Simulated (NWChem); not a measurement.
System: CdHOBr; SMILES [OH][Cd][Br]

Here is an NWChem input.

```
start job
memory heap 200 mb stack 900 mb global 1100 mb
geometry units angstroms noautosym nocenter noautoz
  Cd    -0.475114     0.522108     0.000096
  Br     0.392775    -1.717463    -0.000106
  O     -1.286420     2.312081     0.000995
  H     -0.614403     3.003676    -0.007500
end
basis spherical
  Cd library def2-svpd
  Br library def2-svpd
  O library def2-svpd
  H library def2-svpd
end
ecp
  Cd library def2-ecp
end
dft
  xc pbe0
  iterations 150
end
property
  response 1 0.0773
end
task dft property
```

Parts of the log:

```
             Northwest Computational Chemistry Package (NWChem) 7.3.0
             --------------------------------------------------------

                             Geometry "geometry" -> ""
                             -------------------------

 Output coordinates in angstroms (scale by  1.889725989 to convert to a.u.)

  No.       Tag          Charge          X              Y              Z
 ---- ---------------- ---------- -------------- -------------- --------------
    1 Cd                  48.0000    -0.47511400     0.52210800     0.00009600
    2 Br                  35.0000     0.39277500    -1.71746300    -0.00010600
    3 O                    8.0000    -1.28642000     2.31208100     0.00099500
    4 H                    1.0000    -0.61440300     3.00367600    -0.00750000

 Effective nuclear repulsion energy (a.u.)     525.9240763411

                                 NWChem DFT Module
                                 -----------------

 Summary of "ao basis" -> "ao basis" (spherical)
 ------------------------------------------------------------------------------
       Tag                 Description            Shells   Functions and Types
 ---------------- ------------------------------  ------  ---------------------
 Cd                        def2-svpd                12       34   5s4p2d1f
 Br                        def2-svpd                15       41   6s5p4d
 O                         def2-svpd                 9       23   4s3p2d
 H                         def2-svpd                 4        8   2s2p

            General Information
            -------------------
          SCF calculation type: DFT
          Wavefunction type:  closed shell.
          No. of atoms     :     4
          No. of electrons :    64
           Alpha electrons :    32
            Beta electrons :    32
          Charge           :     0
          Spin multiplicity:     1
          Use of symmetry is: off; symmetry adaption is: off
          Maximum number of iterations: 150
          AO basis - number of functions:   106
                     number of shells:    40
          Convergence on energy requested:  1.00D-06
          Convergence on density requested:  1.00D-05
          Convergence on gradient requested:  5.00D-04

              XC Information
              --------------
                         PBE0 Method XC Functional
                     Hartree-Fock (Exact) Exchange  0.250
          PerdewBurkeErnzerhof Exchange Functional  0.750
            Perdew 1991 LDA Correlation Functional  1.000 local
           PerdewBurkeErnz. Correlation Functional  1.000 non-local

             Grid Information
             ----------------
          Grid used for XC integration:  medium
          Radial quadrature: Mura-Knowles
          Angular quadrature: Lebedev.
          Tag              B.-S. Rad. Rad. Pts. Rad. Cut. Ang. Pts.
          ---              ---------- --------- --------- ---------
          Cd                  1.55      123          12.0       590
          Br                  1.15      112          13.0       590
          O                   0.60       49          14.0       434
          H                   0.35       45          14.0       434
          Grid pruning is: on
          Number of quadrature shells:   329
          Spatial weights used:  Erf1

      Superposition of Atomic Density Guess
      -------------------------------------

 Sum of atomic energies:       -2839.25527404

      Non-variational initial energy
      ------------------------------

 Total energy =   -2814.439240
 1-e energy   =   -4468.622188
 2-e energy   =    1410.449783
 HOMO         =      -0.402291
 LUMO         =      -0.085392

   convergence    iter        energy       DeltaE   RMS-Dens  Diis-err
 ---------------- ----- ----------------- --------- --------- ---------
 d= 0,ls=0.0,diis     1  -2816.9248192322 -3.06D+03  1.98D-02  8.13D-01
 d= 0,ls=0.0,diis     2  -2816.5979555848  3.27D-01  1.24D-02  3.88D+00
 d= 0,ls=0.0,diis     3  -2817.0155698723 -4.18D-01  2.44D-03  5.56D-02
 d= 0,ls=0.0,diis     4  -2817.0205301325 -4.96D-03  1.02D-03  1.35D-02
 d= 0,ls=0.0,diis     5  -2817.0220252605 -1.50D-03  1.50D-04  3.36D-04
  Resetting Diis
 d= 0,ls=0.0,diis     6  -2817.0220576946 -3.24D-05  3.65D-05  1.64D-05
 d= 0,ls=0.0,diis     7  -2817.0220591573 -1.46D-06  1.17D-05  6.47D-07
 d= 0,ls=0.0,diis     8  -2817.0220591348  2.25D-08  7.04D-06  9.42D-07

         Total DFT energy =    -2817.022059134752
      One electron energy =    -4469.764280820830
           Coulomb energy =     1524.398115083857
    Exchange-Corr. energy =     -115.389058208824
 Nuclear repulsion energy =      243.733164811045

 Numeric. integr. density =       63.999997456644

                       DFT Final Molecular Orbital Analysis
                       ------------------------------------

[...]

 DFT Linear Response polarizability / au
 Frequency  =       0.0773000 / au
 Wavelength =     589.4353558 / nm
              X              Y              Z
 -----------------------------------------------
 X      51.1868743    -13.4343206     -0.0006521
 Y     -13.4342926     79.4555916      0.0049381
 Z      -0.0006522      0.0049383     45.9383782
 -----------------------------------------------
 Eigenvalues =      45.8209365     84.8215172     45.9383904
 Isotropic   =      58.8602814
 Anisotropic =      38.9419866
 -----------------------------------------------

 Magnetic Dipole Response Matrix (nonzero elements):
```

Level: PBE0/def2-SVPD with def2 effective core potentials on Cd. Structure relaxed at the PBE0/def2-SVP level. def2 effective core potentials on Cd; no spin-orbit coupling.
